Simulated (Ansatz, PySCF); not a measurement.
Process, species as SMILES: N[SiH](N)N → N[Si-](N)N + H+

Quantity: gas-phase deprotonation energy (electronic), in kcal/mol. Set-up: no dispersion term unless named; non-relativistic; valence correlation only; LANL2DZ with its own core potentials from Na on; 6-311+G** with 5d, 6d on Na to Ar in Ansatz (a quantum-chemistry and plane-wave program); no spin-orbit coupling; 6-31G* and kin with 6d, 5d where marked. Basis-set limits of correlation are two-point, X^-3; Hartree-Fock from the larger set. First-principles rows: single points at B3LYP-D3(BJ) geometries (Ansatz). Anions need diffuse functions, which STO-3G, LANL2DZ, def2-SVP, cc-pVDZ and Pople sets without + lack.

Coupled cluster (Ansatz) is a level with limits of its own, used here on species with T1 under 0.025 (0.045 for open shells) and stable references: CCSD(T)/CBS(aug-cc-pV(T+d)Z,aug-cc-pV(Q+d)Z).

Value to compare with, CCSD(T)/CBS(aug-cc-pV(T+d)Z,aug-cc-pV(Q+d)Z) (Ansatz): 397.8 kcal/mol.

| level | program | gas-phase deprotonation energy (electronic) (kcal/mol) | difference |
|---|---|---|---|
| HF/LANL2DZ | Ansatz | 405.8 | 8.0 |
| PBE/3-21G | Ansatz | 406.3 | 8.5 |
| PBE/6-31G* | Ansatz | 402.6 | 4.8 |
| M06-2X/6-31G* (5d) | PySCF | 405.9 | 8.1 |
| MP2/STO-3G | Ansatz | 492.8 | 95.0 |
| MP2/6-311+G** | Ansatz | 395.9 | -1.9 |
| B3LYP-D3(BJ)/def2-TZVPD | Ansatz + dftd3 | 397.2 | -0.6 |
| wB97M-V/def2-TZVPD | Ansatz | 394.3 | -3.5 |
| B2PLYP-D3(BJ)/def2-TZVPD | Ansatz + dftd3 | 397.0 | -0.8 |

Among the 6 habitual levels, MP2/STO-3G lies farthest from CCSD(T)/CBS(aug-cc-pV(T+d)Z,aug-cc-pV(Q+d)Z) (Ansatz) (95.0 kcal/mol) and MP2/6-311+G** nearest (-1.9); 5 of 6 lie above it, and their mean absolute difference is 21.1 kcal/mol, the median 8.1. One case shows no general order.

The levels are drawn from those run, B3LYP/6-31G* more often than the rest, none by its result; left out are runs that failed, that the program found above a lower state of the same kind, or whose <S^2> lies over 0.5 above the pure value.
